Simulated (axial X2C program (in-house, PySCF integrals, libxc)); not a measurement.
## Bond lengths and stretching modes, held linear, of FZrF⁻

Computed with an in-house all-electron X2C program for linear molecules (integrals from PySCF): two-component X2C with atomic mean-field Coulomb and Gaunt terms, Gaussian nuclei, basis F dyall-av3z, Zr dyall-v3z with contracted cores. Spin-free rows use the one-electron spin-free X2C Hamiltonian.

Masses F 18.998, Zr 89.905, F 18.998 u. States: 2c Ω = 3/2 (beyond evenly filled blocks: ω = 3/2); spin-free M_S = 1/2, Λ = 2 (beyond evenly filled blocks: δ+α).

TPSSh, spin-free: energies above the lowest point

```tsv
r(F–Zr) (Å)	r(Zr–F) (Å)	E (meV)
1.9539	1.9539	0.00
1.9539	2.0040	6.00
1.9539	2.0541	51.54
2.0040	1.9539	6.00
2.0040	2.0040	18.40
2.0040	2.0541	69.68
2.0040	2.1042	150.41
2.0541	1.9539	51.54
2.0541	2.0040	69.68
2.0541	2.0541	126.10
2.1042	2.0040	150.41
2.1042	2.1042	300.95
```

Q: Fit a quadratic surface with cubic terms in each bond: where is the minimum, and what are the two stretching wavenumbers?

A: At TPSSh, spin-free: bonds 1.969 and 1.969 Å; harmonic stretches 534.8 and 568.5 cm⁻¹; force constants 2.87, 2.87 and coupling 0.33 mdyn/Å.

The other levels and Hamiltonians give:

```tsv
Hamiltonian	level	r(F–Zr) (Å)	r(Zr–F) (Å)	lower stretch (cm⁻¹)	upper stretch (cm⁻¹)
2c	PBE0	1.962	1.962	535.5	567.5
2c	HF	1.979	1.979	537.8	574.6
2c	TPSSh	1.969	1.969	534.6	568.2
2c	MP2	1.975	1.975	537.5	560.3
spin-free	PBE0	1.962	1.962	535.7	567.8
spin-free	HF	1.979	1.979	538.2	575.1
spin-free	MP2	1.975	1.975	537.7	560.5
```

Each state is one determinant, the lowest of a limited PBE0 search; the stretches come from a fit to these few points and carry an uncertainty of a few per cent. Other orders of the atoms were not compared. MP2 freezes inner shells (threshold -2 hartree). For an anion the highest level of a functional can be positive, and the basis then holds the extra electron. The molecule was held linear; bending was not examined, so a bent shape may lie lower. Note: functional without a current term on a determinant with orbital currents, of the molecule or an atom.
